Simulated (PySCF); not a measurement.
B(Cl)2(Et) (C2H5BCl2), SMILES ClB(CC)Cl. Atoms are numbered in the order given.

```xyz
10

B      0.1114     0.1786     0.0000
Cl    -1.6149    -0.1327     0.0000
Cl     0.6363     1.8556     0.0000
C      1.1662    -0.9731     0.0000
C      0.6499    -2.4046     0.0000
H      1.8269    -0.7857    -0.8680
H      1.8269    -0.7857     0.8680
H      0.0266    -2.6065     0.8841
H      0.0266    -2.6065    -0.8841
H      1.4761    -3.1310     0.0000
```
Charge 0, spin multiplicity 1.

The structure is a stationary point at PBE0-D3(BJ)/def2-SVP. One conformer was computed; it need not be the lowest.

Method: PySCF with HF/def2-TZVP.

Symmetry labels are those of the subgroup Cs that the program uses (full group Cs).

Computed valence orbital energies around the gap with their symmetry:
| orbital | symmetry | energy (eV) |
|---|---|---|
| HOMO−7 | A' | -15.73 |
| HOMO−6 | A' | -14.34 |
| HOMO−5 | A" | -14.13 |
| HOMO−4 | A' | -13.75 |
| HOMO−3 | A" | -13.37 |
| HOMO−2 | A" | -12.63 |
| HOMO−1 | A' | -12.29 |
| HOMO | A' | -12.20 |
| LUMO | A" | 2.65 |
| LUMO+1 | A' | 3.14 |
| LUMO+2 | A' | 4.50 |
| LUMO+3 | A" | 4.84 |
